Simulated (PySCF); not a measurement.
Ionisation energies (eV) were calculated with PySCF 2.14 by PBE, UHF, PBE0, in another order, as differences of total energies without spin-orbit coupling. The measured values are between term centres (NIST).

```json
{"species": "B⁺ (x2c-TZVPPall, spin-free X2C)", "measured": "25.155", "A": "23.447", "B": "24.606", "C": "24.563"}
{"species": "Ti (x2c-TZVPPall, spin-free X2C)", "measured": "6.828", "A": "5.560", "B": "6.707", "C": "6.584"}
{"species": "Cr (x2c-TZVPPall, spin-free X2C)", "measured": "6.767", "A": "6.016", "B": "7.406", "C": "7.065"}
{"species": "Zn⁺ (x2c-TZVPPall, spin-free X2C)", "measured": "17.964", "A": "16.877", "B": "18.745", "C": "18.356"}
{"species": "Sn⁺ (x2c-TZVPPall, spin-free X2C)", "measured": "14.282", "A": "13.717", "B": "14.207", "C": "14.240"}
{"species": "Sb (x2c-TZVPPall, spin-free X2C)", "measured": "9.124", "A": "8.577", "B": "8.936", "C": "9.028"}
{"species": "Sm (x2c-TZVPPall, spin-free X2C)", "measured": "5.626", "A": "4.585", "B": "5.535", "C": "5.444"}
{"species": "W (x2c-TZVPPall, spin-free X2C)", "measured": "7.825", "A": "5.919", "B": "7.656", "C": "7.412"}
```

Problem. Which column is which method?

Solution. A is UHF (mean error -1.11 eV); B is PBE (mean error 0.03 eV); C is PBE0 (mean error -0.11 eV). Hartree-Fock lacks the correlation of the electron removed and comes out lowest. PBE, with gradient corrections, lies close to experiment on average, with errors of both signs. PBE0, with a quarter of exact exchange, lies close to experiment on average.
